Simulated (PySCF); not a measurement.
Simulated C 1s region for `CO[Si@@H]1CC[C@@H]1F`, binding energy against the vacuum level.

Every computed line was given a Gaussian of 0.6 eV full width at half maximum and an area set by the number of equivalent atoms; the highest printed point is 100. Theory: PySCF, delta-SCF UKS SCAN, pcX-2 on the ionised atom, pcseg-1 elsewhere, spin-free X2C.

```json
{"binding energy (eV)": "289.3", "intensity": "0"}
{"binding energy (eV)": "289.4", "intensity": "0"}
{"binding energy (eV)": "289.5", "intensity": "1"}
{"binding energy (eV)": "289.6", "intensity": "4"}
{"binding energy (eV)": "289.7", "intensity": "9"}
{"binding energy (eV)": "289.8", "intensity": "18"}
{"binding energy (eV)": "289.9", "intensity": "31"}
{"binding energy (eV)": "290.0", "intensity": "45"}
{"binding energy (eV)": "290.1", "intensity": "57"}
{"binding energy (eV)": "290.2", "intensity": "64"}
{"binding energy (eV)": "290.3", "intensity": "64"}
{"binding energy (eV)": "290.4", "intensity": "61"}
{"binding energy (eV)": "290.5", "intensity": "59"}
{"binding energy (eV)": "290.6", "intensity": "61"}
{"binding energy (eV)": "290.7", "intensity": "64"}
{"binding energy (eV)": "290.8", "intensity": "63"}
{"binding energy (eV)": "290.9", "intensity": "56"}
{"binding energy (eV)": "291.0", "intensity": "44"}
{"binding energy (eV)": "291.1", "intensity": "29"}
{"binding energy (eV)": "291.2", "intensity": "17"}
{"binding energy (eV)": "291.3", "intensity": "10"}
{"binding energy (eV)": "291.4", "intensity": "7"}
{"binding energy (eV)": "291.5", "intensity": "9"}
{"binding energy (eV)": "291.6", "intensity": "16"}
{"binding energy (eV)": "291.7", "intensity": "30"}
{"binding energy (eV)": "291.8", "intensity": "48"}
{"binding energy (eV)": "291.9", "intensity": "68"}
{"binding energy (eV)": "292.0", "intensity": "86"}
{"binding energy (eV)": "292.1", "intensity": "98"}
{"binding energy (eV)": "292.2", "intensity": "100"}
{"binding energy (eV)": "292.3", "intensity": "93"}
{"binding energy (eV)": "292.4", "intensity": "77"}
{"binding energy (eV)": "292.5", "intensity": "58"}
{"binding energy (eV)": "292.6", "intensity": "38"}
{"binding energy (eV)": "292.7", "intensity": "22"}
{"binding energy (eV)": "292.8", "intensity": "11"}
{"binding energy (eV)": "292.9", "intensity": "5"}
{"binding energy (eV)": "293.0", "intensity": "2"}
{"binding energy (eV)": "293.1", "intensity": "1"}
{"binding energy (eV)": "293.2", "intensity": "0"}
```

Q: How many maxima does the curve show, and how many computed lines lie under it?

A: The curve has 3 maxima (at 290.2, 290.7 and 292.2 eV). Under it lie 4 lines from 4 inequivalent carbon sites. At this width some lines have no maximum of their own.

Q: Decompose the envelope and assign each component. Numbering: `[CH3:1][O:2][Si@@H:3]1[CH2:4][CH2:5][C@@H:6]1[F:7]`.

A: 
```json
{"position (eV)": "290.19", "relative area": "1", "line": "C 1s", "atoms": "C4", "environment": "sp3 carbon bound to silicon"}
{"position (eV)": "290.80", "relative area": "1", "line": "C 1s", "atoms": "C5", "environment": "four-membered-ring carbon"}
{"position (eV)": "292.02", "relative area": "1", "line": "C 1s", "atoms": "C6", "environment": "sp3 C–F carbon"}
{"position (eV)": "292.32", "relative area": "1", "line": "C 1s", "atoms": "C1", "environment": "methoxy carbon"}
```

The listed C 1s values span 2.13 eV, from C4 (bonded to C, 2 H and Si) to C1 (bonded to O and 3 H). Summing the Pauling electronegativity differences to the bonded atoms, each weighted by its formal bond order, gives -1.35 for the lowest site and -0.16 for the highest; the largest sum, +0.43, belongs to C6, 0.30 eV below the top.

The curve has no shake-up lines and no vibrational structure. Isolated species at its PBE0-D3(BJ)/def2-SVP geometry (one conformer only).

The values belong to the conformer `[CH3:1][O:2][Si@@H:3]1[CH2:4][CH2:5][C@@H:6]1[F:7]`: C1–O2–Si3–C4 148°.
